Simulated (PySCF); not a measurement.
Species: C₇H₁₁FO.
Cartesian coordinates in Å at the GFN2-xTB level; atoms count from 1:
```xyz
20
C7H11FO angstrom
C      2.2156    0.9195   -0.2346
C      0.7471    0.6226    0.0272
C      0.4935   -0.1505    1.3229
C     -0.9241   -0.7101    1.1631
C     -1.1748   -0.8017   -0.3537
C     -2.3091    0.0743   -0.7737
O     -2.9222    0.8870   -0.1784
F     -2.6178   -0.1467   -2.0910
C      0.1214   -0.2938   -1.0250
H      2.3396    1.4065   -1.1991
H      2.6130    1.5762    0.5354
H      2.7982    0.0005   -0.2362
H      0.1880    1.5630    0.0584
H      1.2163   -0.9645    1.4030
H      0.5881    0.4769    2.2070
H     -1.6528   -0.0288    1.6041
H     -1.0328   -1.6798    1.6455
H     -1.4072   -1.8155   -0.6892
H      0.7857   -1.1371   -1.2184
H     -0.0708    0.2125   -1.9702
```

NICS is the negative of the GIAO shielding at a point without a nucleus: at the ring centre (0) and 1 Å above and below it (1); zz is the component along the ring normal. Level: GIAO PBE0/pcSseg-1 (PySCF, non-relativistic, gas phase) on the GFN2-xTB geometry, one conformer.

Ring bond lengths (Å), with Mayer bond orders in brackets: C2–C3 1.530 (1.00), C3–C4 1.532 (1.05), C4–C5 1.540 (0.98), C5–C9 1.546 (1.01), C9–C2 1.529 (0.98).

Question: Give the NICS values of each ring in ppm.

Answer: 
```json
{"ring": "C2–C3–C4–C5–C9", "type": "5-membered carbocycle; formal bonds all single", "NICS(0)": "-5.5", "NICS(1), two faces": "-4.0 / -4.0", "NICS(1)zz, two faces": "-2.6 / -3.5", "rms pucker (Å)": "0.18", "centre to ring atoms, mean (Å)": "1.28"}
```

Question: What do they say, and how far can they be read as aromaticity?

Answer: 
- C2–C3–C4–C5–C9: mean NICS(1)zz -3.0 ppm, shielded. C2, C3, C4, C5, C9 have four or more neighbours, so the value isn't read as a sign of a π ring current.

Question: How shielded are the nuclei of the rings and their hydrogens (means over atoms taken as equivalent)?

Answer: 
| atoms | environment | σ isotropic (ppm) |
| --- | --- | --- |
| C2 | sp3 CH carbon | 149.0 |
| C3 | ring CH2 carbon | 148.3 |
| C4 | ring CH2 carbon | 157.8 |
| C5 | sp3 carbon next to a carbonyl | 142.8 |
| C9 | ring CH2 carbon | 143.2 |
| H13 | methine hydrogen | 29.93 |
| H14 | methylene hydrogen | 30.65 |
| H15 | methylene hydrogen | 29.76 |
| H16 | methylene hydrogen | 29.14 |
| H17 | methylene hydrogen | 29.84 |
| H18 | methine hydrogen | 28.71 |
| H19 | methylene hydrogen | 30.19 |
| H20 | methylene hydrogen | 29.64 |
